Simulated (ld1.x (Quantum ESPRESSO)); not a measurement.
**What one change does to a pseudopotential (Hf (Z = 72), TM)**

- Element: Hf
- Generator: ld1.x (Quantum ESPRESSO) 7.5
- Type: norm-conserving Troullier–Martins (Kleinman–Bylander form)
- Functional: LDA (PZ)
- Relativity: scalar-relativistic
- Frozen core: [Xe] 4f14
- Valence charge: 4
- Reference configuration: 5d2 6s1.5 6p0.5
- Partial waves: 6p (bound): rc 3.00 bohr; 5d (bound): rc 2.75 bohr; 6s (bound): rc 2.30 bohr
- Local potential: the s channel
- Core correction: a·sin(br)/r model core inside 1.70 bohr

Change: wave 6p (bound): rc 3.00 bohr becomes 6p (bound): rc 2.02 bohr.

Cutoffs: the cutoffs (Ry, on a coarse ladder) from which the occupation-weighted sum of valence levels, in a spherical-Bessel basis at the reference potential, stays within 10 and 1 mRy of its value at 400 Ry; they do not see the model core or the augmentation charge, which bear on the density cutoff. Errors are all-electron minus pseudo energies relative to the spin-unpolarised reference configuration.

**Question.** How do hardness, ghosts and transferability respond?

**Answer.** The potential gets harder (21 Ry and 30 Ry → 100 Ry and 140 Ry); a bound ghost appears in p, which as a rule spoils a file; of the 9 tests that both files solve, the error grows in 4 and shrinks in 2 by more than 15 % and 0.3 meV (median size 12.7 → 25.5 meV). A smaller radius makes the pseudo-wave follow the all-electron one further in, where it bends more sharply, so more plane waves are needed.

```csv
quantity,base,changed
"cutoff, loose",21 Ry,100 Ry
"cutoff, tight",30 Ry,140 Ry
loose cutoff by channel (10 mRy a level),"p 6 Ry, d 18 Ry, s 10 Ry","p 110 Ry, d 18 Ry, s 10 Ry"
bound ghosts,none,p
"error for 5d2 6s2 6p0, meV [ΔE -1.93 eV]",-0.1,-1.4
"error for 5d2 6s1 6p0, meV [ΔE 6.27 eV]",-4.1,-3.6
"error for 5d2 6s0 6p0, meV [ΔE 20.77 eV]",-31,-32
"error for 5d2.5 6s1.5 6p0, meV [ΔE -0.68 eV]",-13,-8.4
"error for 5d2 6s0 6p1, meV [ΔE 11.07 eV]",-8.0,-21
"error for 5d1 6s2 6p0, meV [ΔE 4.80 eV]",-27,-42
"error for 5d2 6s0 6p2, meV [ΔE 6.15 eV]",-9.6,-28
"error for 5d2 6s1.5 6p0.5 (spin-polarised), meV [ΔE -0.82 eV]",+38,+31
"error for 5d2 6s2 6p0 (spin-polarised), meV [ΔE -2.37 eV]",+26,+25
```

 A true bound ghost makes a file unfit for plane-wave use even where its test errors are small: the radial tests pick states by their node count and pass the ghost by.
